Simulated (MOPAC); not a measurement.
Job for MOPAC: PM6 on H3W (SMILES [WH3]), 2S+1 = 2, a spin state set in the input, which need not be the lowest.

```
PM6 1SCF PRECISE CHARGE=0 UHF MS=0.5 THREADS=1
H3W

W      0.28049076 1     0.06999060 1    -0.13904390 1
H      0.59908927 1    -0.47936465 1     1.45234567 1
H     -0.49137877 1     1.59653724 1    -0.23711222 1
H     -0.44628897 1    -1.12009790 1    -1.13223371 1
```

It printed:

```
*******************************************************************************
 **                                                                           **
 **                              MOPAC v23.2.5                                **
 **                                                                           **
 *******************************************************************************
 ** MOPAC's Digital Object Identifier: https://doi.org/10.5281/zenodo.6511958 **
 **                                                                           **
 ** Please cite the open-source release paper for use of this MOPAC version:  **
 ** J. E. Moussa and J. J. P. Stewart (2026)                                  **
 ** MOPAC: An open-source semiempirical molecular orbital program             **
 ** J. Open Source Softw., 11(119), 8025, https://doi.org/10.21105/joss.08025 **
 *******************************************************************************

                              PM6 CALCULATION RESULTS

 *******************************************************************************
 *  PM6        - The PM6 Hamiltonian to be used
 *  UHF        - UNRESTRICTED HARTREE-FOCK CALCULATION
 *
 *
 *
 *                 CHARGE ON SYSTEM = 0
 *
 *
 *
 *  MS=        - IN MECI, MAGNETIC COMPONENT OF SPIN =  0.5
 *  PRECISE    - TIGHTER CRITERIA TO BE USED
 *  1SCF       - DO 1 SCF AND THEN STOP
 *  THREADS=1  - MULTI-THREADING NOT USED
 *  T=         - A TIME OF 172800.0 SECONDS REQUESTED
 *  DUMP=N     - RESTART FILE WRITTEN EVERY 7200.0 SECONDS REQUESTED
 *******************************************************************************
PM6 1SCF PRECISE CHARGE=0 UHF MS=0.5 THREADS=1
 H3W

   ATOM   CHEMICAL          X               Y               Z
  NUMBER   SYMBOL      (ANGSTROMS)     (ANGSTROMS)     (ANGSTROMS)

     1       W          0.28049076  *   0.06999060  *  -0.13904390  *
     2       H          0.59908927  *  -0.47936465  *   1.45234567  *
     3       H         -0.49137877  *   1.59653724  *  -0.23711222  *
     4       H         -0.44628897  *  -1.12009790  *  -1.13223371  *



          CARTESIAN COORDINATES

    NO.       ATOM           X           Y           Z

     1         W          0.2805      0.0700     -0.1390
     2         H          0.5991     -0.4794      1.4523
     3         H         -0.4914      1.5965     -0.2371
     4         H         -0.4463     -1.1201     -1.1322

 General Reference for PM6:
 "Optimization of Parameters for Semiempirical Methods V: Modification of NDDO Approximations
 and Application to 70 Elements", J. J. P. Stewart, J. Mol. Mod., 13, 1173-1213 (2007)
 URL: https://link.springer.com/article/10.1007/s00894-007-0233-4

           Empirical Formula: H3 W  =     4 atoms



      MOLECULAR POINT GROUP   :   Cs


          UHF CALCULATION, NO. OF ALPHA ELECTRONS =    5
                           NO. OF BETA  ELECTRONS =    4

 -------------------------------------------------------------------------------
 PM6 1SCF PRECISE CHARGE=0 UHF MS=0.5 THREADS=1
 H3W



     1SCF WAS SPECIFIED, SO BFGS WAS NOT USED
     SCF FIELD WAS ACHIEVED


                              PM6 CALCULATION
                                                       MOPAC v23.2.5 Linux




          FINAL HEAT OF FORMATION =        111.94812 KCAL/MOL =     468.39092 KJ/MOL


          COSMO AREA              =         86.42 SQUARE ANGSTROMS
          COSMO VOLUME            =         74.07 CUBIC ANGSTROMS

          IONIZATION POTENTIAL    =          7.188571 EV
          ALPHA SOMO LUMO (EV)    =         -7.189  0.744
          BETA  SOMO LUMO (EV)    =         -7.238  1.192
          NO. OF ALPHA ELECTRONS  =          5
          NO. OF BETA  ELECTRONS  =          4
          MOLECULAR WEIGHT        =        186.8737         POINT GROUP:  Cs

          MOLECULAR DIMENSIONS (Angstroms)

            Atom       Atom       Distance
            H     3    H     2     2.89011
            H     4    H     3     2.46885
            W     1    H     2     0.43295


          SCF CALCULATIONS        =          1





   ATOM   CHEMICAL          X               Y               Z
  NUMBER   SYMBOL      (ANGSTROMS)     (ANGSTROMS)     (ANGSTROMS)

     1       W          0.28049076  *   0.06999060  *  -0.13904390  *
     2       H          0.59908927  *  -0.47936465  *   1.45234567  *
     3       H         -0.49137877  *   1.59653724  *  -0.23711222  *
     4       H         -0.44628897  *  -1.12009790  *  -1.13223371  *

                             CARTESIAN COORDINATES

   1    W        0.280490760     0.069990600    -0.139043900
   2    H        0.599089270    -0.479364650     1.452345670
   3    H       -0.491378770     1.596537240    -0.237112220
   4    H       -0.446288970    -1.120097900    -1.132233710


           Empirical Formula: H3 W  =     4 atoms



      MOLECULAR POINT GROUP   :   Cs


          ALPHA EIGENVALUES
 -15.74336 -10.34835 -10.23553  -7.65024  -7.18857   0.74385   1.35618   1.69829
   3.11517   5.36527   5.55427   7.81117


           BETA EIGENVALUES
 -15.76320 -10.12012 -10.00540  -7.23750   1.19170   1.53856   2.43923   3.39526
   4.65843   5.38082   5.77420   7.73767


              NET ATOMIC CHARGES AND DIPOLE CONTRIBUTIONS

  ATOM NO.   TYPE          CHARGE      No. of ELECS.   s-Pop       p-Pop       d-Pop
    1          W          -0.325455        6.3255     1.21458     1.13183     3.97905
    2          H           0.121207        0.8788     0.87879
    3          H           0.080765        0.9192     0.91924
    4          H           0.123483        0.8765     0.87652
 DIPOLE           X         Y         Z       TOTAL
 POINT-CHG.    -0.545    -0.433     0.299     0.758
 HYBRID        -0.226     0.566    -0.026     0.610
 SUM           -0.771     0.132     0.274     0.829


          ATOMIC ORBITAL ELECTRON POPULATIONS

     Atom    s        px        py        pz      x^2-y^2     xz        z^2       yz        xy
    1  W   1.21458   0.54322   0.21762   0.37098   0.98706   0.93702   0.91970   0.59425   0.54102
    2  H   0.87879
    3  H   0.91924
    4  H   0.87652


                    (SZ)    =    0.500000
                    (S**2)  =    1.597646


          ATOMIC ORBITAL SPIN POPULATIONS

    Atom   Total    s     px     py     pz   x^2-y^2  xz     z^2    yz     xy
         Atomic
    1  W  1.0949  0.063  0.072  0.003  0.149  0.031  0.394  0.287  0.069  0.029
    2  H -0.0483 -0.048
    3  H  0.0040  0.004
    4  H -0.0506 -0.051

 **********************
 *                    *
 * JOB ENDED NORMALLY *
 *                    *
 **********************




 == MOPAC DONE ==
```

The run finished. Its determinant has ⟨S²⟩ = 1.60, a mixture of spin states.

Cost: about 0.07 core-seconds (a rough figure).
